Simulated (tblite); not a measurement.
Compound: C3H8BFS.
Geometry (GFN2-xTB, Å), atoms numbered from 1 in this order:
```
atom  x, y, z in Å
C1     2.230   -0.346   -0.708
C2     1.282    0.089    0.095
S3    -0.258    0.762   -0.532
C4    -1.085   -0.820   -0.907
B5    -1.183    1.174    1.276
F6    -1.019    0.004    1.970
H7     3.145   -0.760   -0.320
H8     2.129   -0.309   -1.780
H9     1.348    0.077    1.171
H10   -0.498   -1.361   -1.642
H11   -1.187   -1.390    0.011
H12   -2.063   -0.575   -1.308
H13   -0.537    2.072    1.699
H14   -2.305    1.382    0.954
```

Computed values, GFN2-xTB/tblite, gas phase, harmonic and unscaled. Against measured fundamentals such values can be off by several per cent, at times by over 20. Modes of hydrogen on boron can be 10 to 20 % off. One conformer, not necessarily the lowest. The optimisation stopped once no atom felt more than 0.01 eV/Å.

Lowest wavenumbers of the output (negative numbers stand for imaginary wavenumbers):
```
mode    cm-1
  1     -63.5
  2      87.1
  3     139.3
  4     149.3
  5     179.3
  6     215.9
  7     273.8
  8     370.4
  9     393.5
 10     592.6
```

Question: Is this structure a minimum?

Answer: No. 1 mode is imaginary beyond 20i (64i cm⁻¹), so at this level the point lies at or near a first-order saddle.

Question: Which atoms move in the imaginary mode?

Answer: 64i: C1 (terminal =CH2 carbon) 25 %, H8 (vinylic hydrogen) 20 %, H9 (vinylic hydrogen) 20 %, C2 (alkene CH carbon) 19 %. These are shares of the mass-weighted motion.

Question: What is the remedy?

Answer: Step along that mode in both directions, optimise again with tighter thresholds and repeat the frequencies. The zero-point energy of this point (65.0 kcal/mol) counts the 35 real modes alone, and thermal corrections from it aren't those of a minimum.
